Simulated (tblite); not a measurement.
Species: C₆H₉O₂ (doublet state).
Atom-mapped SMILES: `[CH3:1][O:2][CH2:3][CH2:4][C:5]1=[CH:6][C@@H:7]1[O:8]` (hydrogens: H9, H10, H11 on C1; H12, H13 on C3; H14, H15 on C4; H16 on C6; H17 on C7)

A start from a force field or distance geometry was refined with GFN2-xTB geometry optimisation, gas phase in tblite 0.8.0. Values at the start:

```csv
coordinate,start
C1–O2,1.404 Å
C1–H9,1.093 Å
O2–C3,1.445 Å
C3–C4,1.509 Å
C3–H12,1.096 Å
C3–H13,1.099 Å
C4–C5,1.436 Å
C4–H14,1.106 Å
C4–H15,1.106 Å
C5=C6,1.294 Å
C5–C7,1.445 Å
C6–C7,1.442 Å
C6–H16,1.067 Å
C7–O8,1.399 Å
C7–H17,1.085 Å
C1–O2–C3,111.2°
O2–C3–C4,110.0°
C3–C4–C5,112.8°
C4–C5–C6,156.4°
C4–C5–C7,140.1°
C5–C6–C7,63.5°
C5–C7–C6,53.3°
C5–C7–O8,122.3°
O2–C3–C4–C5,-177°
C3–C4–C5–C6,122°
C4–C5–C6–C7,-172°
C5–C6–C7–O8,109°
```

Q: How do these coordinates change at the GFN2-xTB level?

A: 
| coordinate | GFN2-xTB (Å or °) | change |
| --- | --- | --- |
| C5–C7 | 1.637 | +0.192 |
| C7–O8 | 1.251 | -0.148 |
| C6–C7 | 1.573 | +0.131 |
| O2–C3 | 1.408 | -0.037 |
| C3–C4 | 1.534 | +0.025 |
| C4–C5 | 1.453 | +0.017 |
| C5=C6 | 1.278 | -0.016 |
| C7–H17 | 1.098 | +0.013 |
| C4–H14 | 1.094 | -0.012 |
| C4–H15 | 1.095 | -0.011 |
| C6–H16 | 1.062 | -0.005 |
| C3–H12 | 1.101 | +0.005 |
| C1–H9 | 1.097 | +0.004 |
| C3–H13 | 1.101 | +0.002 |
| C1–O2 | 1.405 | +0.001 |
| C4–C5–C7 | 133.0 | -7.1 |
| C5–C7–C6 | 46.9 | -6.4 |
| C4–C5–C6 | 162.7 | +6.3 |
| C5–C6–C7 | 69.2 | +5.7 |
| C5–C7–O8 | 119.2 | -3.1 |
| C3–C4–C5 | 110.5 | -2.3 |
| O2–C3–C4 | 108.1 | -1.9 |
| C1–O2–C3 | 112.8 | +1.6 |
| C5–C6–C7–O8 | 102 | -7 |
| O2–C3–C4–C5 | 179 | -4 |
| C3–C4–C5–C6 | 118 | -4 |
| C4–C5–C6–C7 | -169 | +3 |

The energy falls by 80.6 kJ/mol over 82 L-BFGS steps, the largest force on an atom goes from 7.49 to 0.009 eV/Å, and the atoms move by 0.128 Å rms after alignment. The bond that changes most is C5–C7 (ends: carbon bonded to 3 C; carbon bonded to 2 C, O and H), which lengthens by 0.192 Å. Bonds longer at the end by more than 0.005 Å: 5 of 17; shorter: 7. Rotational constants go from 4799, 952.1, 830.7 to 4647, 982.8, 850.9 MHz.

Its GFN2-xTB frequencies are all real (lowest 36 cm⁻¹). 3 starts were optimised and ended at 0.00, 0.27 and 0.49 kcal/mol (GFN2-xTB); the lowest of these is shown.

The values belong to the conformer `[CH3:1][O:2][CH2:3][CH2:4][C:5]1=[CH:6][C@@H:7]1[O:8]`: C1–O2–C3–C4 180°, O2–C3–C4–C5 179°, C3–C4–C5–C6 118°.

These are computed values.
